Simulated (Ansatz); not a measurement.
Mulliken charges of CH₄BCl₃Si (`ClC[SiH2]B(Cl)Cl`) from r2SCAN/def2-TZVPP in Ansatz (PBE0-D4/def2-TZVP geometry).

| atom | x (Å) | y (Å) | z (Å) | charge (e) |
| --- | --- | --- | --- | --- |
| Cl1 | -0.582 | -2.028 | 1.131 | -0.165 |
| C2 | 0.344 | -0.516 | 1.361 | -0.127 |
| Si3 | 0.741 | 0.196 | -0.339 | 0.190 |
| B4 | -0.983 | 0.591 | -1.313 | 0.203 |
| Cl5 | -1.105 | 0.449 | -3.044 | -0.088 |
| Cl6 | -2.374 | 1.144 | -0.417 | -0.097 |
| H7 | -0.275 | 0.160 | 1.950 | 0.101 |
| H8 | 1.238 | -0.762 | 1.933 | 0.107 |
| H9 | 1.488 | 1.477 | -0.168 | -0.068 |
| H10 | 1.590 | -0.762 | -1.090 | -0.056 |

Question: By hand: the dipole of these point charges (1 e Å = 4.8032 D).

Answer: Σ q r = (0.236, 0.284, 0.094) e Å, of length 0.381 e Å = 1.83 D.

Question: How does the dipole of the full density compare? (Estimate.)

Answer: The calculation gave: (0.223, 0.234, 0.149) e Å, 1.71 D; the point charges give 1.07 times that, at 11° from its direction.

Point charges leave out the atoms' own dipoles, such as those of lone pairs, and Mulliken's split depends on the basis, so the close match here is no proof of good charges.
